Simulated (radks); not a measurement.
The numbers below are computed, except where a source is named.
Question: All-electron atom: La18+ in [Kr] 4d3. Code: a radial shooting solver on a logarithmic mesh with Libxc functionals. Model: Dirac Kohn-Sham, LDA (Slater exchange, Perdew-Wang correlation), spin-unpolarised, spherical densities, finite nucleus; open shells fill j = l - 1/2 first; Fermi nuclear charge, rms radius 4.855 fm. Some entries of the table are withheld. Estimate them.

orbital,occ.,eigenvalue (eV),r(max) (bohr)
1s1/2,2,-39121.77,(1)
2s1/2,2,-6600.415,0.09116
2p1/2,2,-6254.224,(2)
2p3/2,4,-5841.312,(3)
3s1/2,2,-1742.840,(4)
3p1/2,2,-1597.064,0.2465
3p3/2,4,-1515.544,0.2577
3d3/2,4,-1260.691,0.2068
3d5/2,6,-1243.094,0.2099
4s1/2,2,-652.5947,0.5914
4p1/2,2,-596.4722,(5)
4p3/2,4,-575.9347,(6)
4d3/2,3,-482.2463,0.6222
4d5/2,0,-478.1932,0.6284
5s1/2,0,-332.1245,1.145
5p1/2,0,-308.4920,1.181
5p3/2,0,-301.0341,1.213

Answer: 
(1) 1s1/2 r(max) (bohr): 0.01609
(2) 2p1/2 r(max) (bohr): 0.06950
(3) 2p3/2 r(max) (bohr): 0.07466
(4) 3s1/2 r(max) (bohr): 0.2601
(5) 4p1/2 r(max) (bohr): 0.5967
(6) 4p3/2 r(max) (bohr): 0.6177
